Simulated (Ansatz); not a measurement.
The same path of CH5AlOS (9 atoms, charge 0, multiplicity 1) was run twice with different band settings. Lost on the way: S3–H4. Made: O2–H4.

Theory: RKS PBE-D4/def2-SVP in Ansatz.

Relaxed end points:

```xyz
9
Properties=species:S:1:pos:R:3
Al -0.195 -0.264 -0.017
O 0.091 -1.641 0.972
S -1.911 -0.179 -1.409
H -2.382 -1.414 -1.079
C 1.028 1.247 0.110
H -0.456 -2.440 1.006
H 0.554 2.095 0.649
H 1.320 1.625 -0.892
H 1.950 0.971 0.660
```

```xyz
9
Properties=species:S:1:pos:R:3
Al -0.536 0.183 -0.459
O -0.367 -1.727 0.146
S -2.358 -0.150 -1.383
H -1.287 -1.833 -0.295
C 1.014 1.214 0.143
H -0.451 -1.992 1.085
H 0.691 2.139 0.663
H 1.625 1.525 -0.729
H 1.669 0.640 0.829
```

Common settings: spring 5.0 eV/Å²; optimiser quadratic models (default); start path through a guess of the saddle point; force threshold 0.05 eV/Å; iteration limit 60; end points relaxed.

| run | movable images | climbing image |
| --- | --- | --- |
| 1 | 5 | yes |
| 2 | 6 | no |

Task: What does each run give, and how far can it be trusted?

Result: Run 1: converged after 18 iterations, highest image 1.218 eV above the first end. A vibrational analysis at the climbing image gives 2 clearly imaginary modes (296i, 66i cm⁻¹): a point of higher order, so a lower path passes nearby.
Run 2: converged after 16 iterations, highest image 1.165 eV above the first end. The highest image is an end point: on this band no image between the ends rises above it.
The orbitals stay closed-shell, which can raise the energy where a bond breaks towards radicals; this wasn't checked here.
